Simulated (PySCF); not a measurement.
Computed with PySCF 2.14.0 with PBE-D3(BJ)/def2-TZVP // B3LYP-D3(BJ)/def2-SVP. Isolated molecules, 0 K electronic values unless said otherwise. One relaxed conformer stands for a flexible species; it need not be the lowest. Excitations are Tamm–Dancoff values on a coarser integration grid. The basis has no diffuse functions, so Rydberg states are missing or too high.

Reference species (SMILES): `s1c2ccccc2c(B)c1C=C` (neutral, multiplicity 1).

```
Property                                        Value
-------------------------------------------  --------
HOMO                                         -5.71 eV
brightest of the four lowest singlets (TDA)   3.31 eV
S1 oscillator strength                          0.037
```

Changed species: `Bc1c(C=C)ccc2ccsc12`.

Question: Predict the effect on the HOMO, brightest of the four lowest singlets (TDA) and S1 oscillator strength.

Answer: the HOMO increases by 0.19 eV, to -5.52 eV; the brightest of the four lowest singlets (TDA) increases by 0.84 eV, to 4.15 eV; the S1 oscillator strength falls by 0.012, to 0.025.
